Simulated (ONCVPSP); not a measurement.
**What the settings do to the ONCV potential of bismuth**

Base potential:

Bi (Z = 83), optimised norm-conserving Vanderbilt (ONCV), made with ONCVPSP 4.0.1 (LDA (Perdew-Zunger), fully relativistic). Core [Kr] 4d10 4f14, reference 5s2 5p6 5d10 6s2 6p2 (charge +1). Waves: 5s+6s: rc 1.05 bohr, ncon 3, nbas 7, qcut 9 1/bohr, 2 projectors; 5p+6p: rc 1.60 bohr, ncon 4, nbas 9, qcut 7.4 1/bohr, 3 projectors, debl 2.3 Ha; 5d: rc 1.25 bohr, ncon 4, nbas 9, qcut 7.5 1/bohr, 1 projector. Local part: polynomial inside 0.85 bohr (lpopt 4, dvloc0 0 Ha). Core correction: polynomial model core, fcfact 0.75.

Open shells are filled in proportion to 2j + 1.

Cutoffs, loose and tight: the cutoffs (Ha) at which the residual kinetic energy of the hardest occupied pseudo-wave falls to 1 and 0.1 mHa per electron. They do not see the model core or the augmentation charge, which bear on the density cutoff. Test errors are all-electron minus pseudo excitation energies from the reference, over the configurations 5s2 5p6 5d10 6s2 6p3; 5s2 5p6 5d10 6s2 6p1; 5s2 5p6 5d10 6s2 6p0; 5s2 5p6 5d10 6s0 6p5. A dash means not determined; rows that change the core or the reference have their own tests.

| change | outcome | cutoff, loose | cutoff, tight | bound ghosts | GHOST(+) flags above zero | largest test error (meV) |
| --- | --- | --- | --- | --- | --- | --- |
| base | generated | 39 Ha | 125 Ha | none | s, p3/2 | -1.7 |
| s: rc 1.3 | generated | 32 Ha | 39 Ha | none | s, p3/2 | -1.9 |
| local potential polynomial inside 0.85 bohr (lpopt 4, dvloc0 2.5 Ha) | generated | 39 Ha | 125 Ha | none | s, p3/2 | -1.7 |

(1) What comes out with this change to the base: reference 5s2 5p6 5d10 6s2 6p3?

(2) What comes out with this change to the base: d: nproj 3?

Results:

(1) outcome: generated; cutoff, loose: 39 Ha; cutoff, tight: 125 Ha; bound ghosts: none; GHOST(+) flags above zero: s, p3/2; largest test error (meV): +2.8.

(2) outcome: generated, projector energies reset by the program; cutoff, loose: 39 Ha; cutoff, tight: 125 Ha; bound ghosts: none; GHOST(+) flags above zero: s, p3/2, d5/2; largest test error (meV): -1.9.
